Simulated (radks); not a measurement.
Effect of the nuclear size on the potassium ion K16+, [He] 2s1. Calculated with a radial shooting solver on a logarithmic mesh with Libxc functionals: Dirac Kohn-Sham, BLYP, spin-unpolarised, spherical densities, finite nucleus; Fermi nuclear charge, rms radius 3.4349 fm. The rms radius is varied about that value; shifts are against it.

rms radius (fm)  total energy shift (eV)  density at nucleus (e/bohr^3)  1s1/2 shift (meV)  2s1/2 shift (meV)  3s1/2 (empty) shift (meV)
3.0605                          -0.00476                           5091              -2.09             -0.233                     -0.067
3.1292                          -0.00392                           5089              -1.72             -0.192                     -0.055
3.4349                                 0                           5078              0.000              0.000                      0.000
3.6479                           0.00295                           5070               1.29              0.144                      0.041
3.8917                           0.00653                           5063               2.87              0.320                      0.092

Slopes of the eigenvalues against <r^2> in GHz/fm^2, as finite differences over the two radii next to the reference (eigenvalue slopes, not the field-shift constants of lines): 1s1/2 208, 2s1/2 23.2, 3s1/2 (empty) 6.65.
